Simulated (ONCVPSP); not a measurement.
**Potentials for Cl compared**

Generated with ld1.x 7.5 (TM, RRKJ, ultrasoft, PAW), atompaw 4.2 or ONCVPSP 4.0.1. The cutoff is in Ry: for ld1.x and atompaw files where the sum of valence levels is converged to 10 mRy in a Bessel basis, for ONCV files where the hardest occupied wave has 1 mHa per electron of residual kinetic energy. The error is the largest all-electron minus pseudo excitation energy over each file’s own four to seven test configurations (ionisations up to +4, promotions, holes and added fractions of an electron), all of which were solved. The labels leave out finer settings (local radius, basis sizes, second energies), which also bear on the numbers. Spin-polarised tests are not counted. The rows are a selection from randomly drawn settings: files with unsolved tests, undetermined cutoffs or missed reference levels are left out.

A true bound ghost makes a file unfit for plane-wave use even where its test errors are small: the radial tests pick states by their node count and pass the ghost by.

```csv
potential,cutoff (Ry),largest error (meV),bound ghosts
"ONCV, PBEsol, scalar-relativistic, rc 1.30/1.35 (sp), local smoothed, core correction yes, reference 3s1 3p6, qcut 4.7/7.3, projectors 1/2",59,+15,none
"ONCV, PBEsol, scalar-relativistic, rc 1.15/1.35 (sp), local smoothed, core correction yes, reference 3s1 3p6, qcut 6.7/5.2, projectors 1/3",33,+90,"p, s"
"ONCV, LDA (Perdew-Wang 92), scalar-relativistic, rc 1.35/1.60 (sp), local smoothed, core correction no, reference 3s2 3p5, qcut 4.5/6, projectors 2/2",97,+82,none
```

Fill in the row for Cl: ONCV, PBE, scalar-relativistic, rc 1.30/1.30/1.30 (spd), local smoothed, core correction yes, reference 3s2 3p4.75, qcut 4.1/5.4/7.5, projectors 2/2/2.

cutoff 186 Ry, largest error +11 meV, bound ghosts: none.

Fill in the row for Cl: ONCV, LDA (Perdew-Wang 92), scalar-relativistic, rc 0.80/0.55/0.75 (spd), local smoothed, core correction no, reference 2s2 2p6 3s2 3p5, qcut 17.3/31.3/15.1, projectors 2/2/1.

cutoff 627 Ry, largest error -403 meV, bound ghosts: none.
